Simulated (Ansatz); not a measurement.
Z-matrix (Å, degrees):
```
C
Cl 1 1.788
B 1 1.576 2 111.9
H 1 1.091 2 107.5 3 -122.3
H 1 1.091 2 107.5 3 122.3
Cl 3 1.760 1 117.4 2 -180.0
O 3 1.336 1 123.8 2 0.0
H 7 0.968 3 110.8 1 -0.0
```

Total charge 0; spin multiplicity 1.

(1) List the ωB97M-V/def2-TZVPP orbital energies in eV (the Gaussian-basis code of Ansatz). (An estimate is asked.)

Answers

(1) Ansatz gave: Occupied: -2772.33, -2772.02, -527.19, -283.02, -262.69, -262.43, -200.22, -200.02, -200.01, -199.90, -199.80, -199.77, -189.90, -32.33, -27.01, -26.18, -22.04, -18.87, -16.36, -15.77, -15.25, -13.95, -13.72, -12.86, -11.87, -11.83, -11.25, -10.97. Lowest empty: 1.87, 1.88, 2.59, 3.29, 3.62, 4.22, 5.20, 5.33.
